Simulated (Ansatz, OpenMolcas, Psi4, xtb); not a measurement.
**How methods differ on C2H7NSi (SMILES C=NC[SiH3])**

C2H7NSi has 11 atoms, charge 0, and is taken as a singlet. As SMILES, `C=NC[SiH3]`. The coordinates come from a PBE0-D4/def2-TZVP relaxation. This is one conformer, not always the lowest.

Quantity: the HOMO–LUMO gap, in eV. The values are calculated.

```tsv
level	kind	program	value (eV)
GFN0-xTB	semi-empirical	xtb	3.92
GFN1-xTB	semi-empirical	xtb	4.21
HF/cc-pVDZ	Hartree–Fock	OpenMolcas	14.62
SVWN5/cc-pVDZ	LDA	Ansatz	4.30
revPBE/cc-pVDZ	GGA	OpenMolcas	4.52
r2SCAN/cc-pVDZ	meta-GGA	OpenMolcas	4.99
M06-2X/cc-pVDZ	hybrid meta-GGA	OpenMolcas	9.59
HSE06/cc-pVDZ	range-separated hybrid	Psi4	6.32
B2PLYP/cc-pVDZ	double hybrid	Ansatz	10.15
```

The values span 3.92 to 14.62 eV. Orbital gaps aren't excitation energies, and those of double hybrids come from the SCF part alone; they tend to grow with the share of exact exchange.
